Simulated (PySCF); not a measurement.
C2H3Cl2FSi, SMILES F/C(=C/Cl)[SiH2]Cl.

The structure is a stationary point at B3LYP-D3(BJ)/def2-SVP. The structure was generated by enumeration; whether it is a known compound was not checked. One conformer was computed; it need not be the lowest.

Level of theory: TDDFT-PBE0/def2-SVPD in PySCF 2.14.0.

Vertical excitations. The molecule is in vacuum.

```csv
state,energy (eV),λ (nm),f,main pairs
S1,5.61,221,0.188,HOMO→LUMO 95 %
S2,6.17,201,0.011,HOMO→LUMO+1 83 %
S3,6.21,200,0.001,"HOMO−1→LUMO 74 %, HOMO−2→LUMO 13 %"
S4,6.41,194,0.002,"HOMO−2→LUMO 83 %, HOMO−1→LUMO 15 %"
S5,6.80,182,0.004,HOMO−3→LUMO 95 %
S6,6.97,178,0.018,"HOMO→LUMO+2 55 %, HOMO→LUMO+3 29 %"
S7,7.15,173,0.004,"HOMO→LUMO+3 64 %, HOMO→LUMO+2 33 %"
S8,7.52,165,0.001,"HOMO→LUMO+5 44 %, HOMO→LUMO+4 42 %, HOMO−4→LUMO 8 %"
S9,7.66,162,0.026,"HOMO→LUMO+5 44 %, HOMO−4→LUMO 20 %, HOMO→LUMO+4 19 %"
S10,7.73,160,0.022,"HOMO−4→LUMO 53 %, HOMO→LUMO+4 26 %"
T1,3.59,346,0,HOMO→LUMO 89 %
T2,5.63,220,0,HOMO→LUMO+1 90 %
T3,5.85,212,0,"HOMO−1→LUMO 71 %, HOMO−2→LUMO 20 %"
T4,6.17,201,0,"HOMO−2→LUMO 74 %, HOMO−1→LUMO 21 %"
```
Triplets are in the Tamm–Dancoff approximation, which puts them higher than full response would, so one can lie above its singlet here.
